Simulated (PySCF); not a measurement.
Compound: o-cresol, C7H8O.
SMILES with atom numbers: `[CH3:1][c:2]1[cH:3][cH:4][cH:5][cH:6][c:7]1[OH:8]`

Definitions: NICS(0) = −σiso at the ring centroid; NICS(1) = −σiso and NICS(1)zz = −σzz at ±1 Å along the ring normal z. Level: GIAO PBE0/pcSseg-2 (PySCF, non-relativistic, gas phase) on the PBE0-D3(BJ)/def2-TZVP geometry, one conformer.

Ring bond lengths (Å), with Mayer bond orders in brackets: C2–C3 1.390 (1.33), C3–C4 1.386 (1.46), C4–C5 1.387 (1.40), C5–C6 1.384 (1.39), C6–C7 1.388 (1.43), C7–C2 1.397 (1.40).

Give the NICS values of each ring in ppm.

```
             ring                                              type  NICS(0)  NICS(1), two faces  NICS(1)zz, two faces  rms pucker (Å)  centre to ring atoms, mean (Å)
C2–C3–C4–C5–C6–C7  6-membered carbocycle; formal bonds all aromatic     -9.1         -9.7 / -9.7         -26.9 / -26.9            0.00                            1.39
```

What can be read from them?

- C2–C3–C4–C5–C6–C7: mean NICS(1)zz -26.9 ppm, shielded, aromatic by this magnetic criterion (flat ring, no four-coordinate atom).

What does the geometric index give? Use HOMA with the parameters of Krygowski (1993).

- C2–C3–C4–C5–C6–C7: HOMA 1.00 = 1 − EN − GEO, with mean bond length 1.389 Å, EN = α(Ropt − mean)² = 0.000 and GEO = α × variance = 0.005. The geometric and the magnetic index point the same way.

Give the inner angles of the rings and the Hirshfeld charges of the ring atoms.

- C2–C3–C4–C5–C6–C7: C2 118.0° (-0.020 e), C3 121.7° (-0.056 e), C4 119.3° (-0.070 e), C5 120.2° (-0.054 e), C6 119.9° (-0.073 e), C7 120.9° (+0.068 e); sum 720.0° against 720° for a flat convex ring.

How shielded are the nuclei of the rings and their hydrogens (means over atoms taken as equivalent)?

| atoms | environment | σ isotropic (ppm) |
| --- | --- | --- |
| C2 | substituted aromatic carbon | 58.0 |
| C3 | aromatic CH carbon | 45.9 |
| C4 | aromatic CH carbon | 57.9 |
| C5 | aromatic CH carbon | 47.5 |
| C6 | aromatic CH carbon | 63.3 |
| C7 | aromatic carbon bearing oxygen | 19.3 |
| H on C3 | aromatic hydrogen | 24.14 |
| H on C4 | aromatic hydrogen | 24.44 |
| H on C5 | aromatic hydrogen | 24.03 |
| H on C6 | aromatic hydrogen | 24.33 |

Shape of the structure used: `[CH3:1][c:2]1[cH:3][cH:4][cH:5][cH:6][c:7]1[OH:8]`: H–O8–C7–C6 180°.
